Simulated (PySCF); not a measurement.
Si(Cl)(OH)2(NH2) (ClH4NO2Si), SMILES N[Si](O)(O)Cl. Geometry: PBE-D3(BJ)/def2-SVP. The structure was generated by enumeration, and PubChem lists no compound with its InChIKey, so it may never have been made. Other conformers were not sampled.

Level of theory: PBE-D3(BJ)/def2-SVP (PySCF).

Harmonic wavenumbers (cm⁻¹): 117, 177, 210, 265, 279, 295, 344, 355, 398, 515, 763, 808, 820, 840, 936, 961, 1480, 3498, 3600, 3754, 3765. Rotational constants (GHz): 3.742, 2.366, 2.252; symmetry number 1.

Work out the zero-point energy and the ideal-gas rigid-rotor harmonic-oscillator thermochemistry at 298.15 K and 1 atm.

ZPE = ½ Σ hcν = ½ × 24179 cm⁻¹ = 144.62 kJ/mol. H − E(el) = 167.23 kJ/mol. Entropy in J/(mol K): translation 167.77, rotation 113.72, vibration 71.77, total 353.26. G − E(el) = 61.91 kJ/mol. Cp = 117.44 J/(mol K). Modes under 150 cm⁻¹ make the vibrational entropy uncertain.
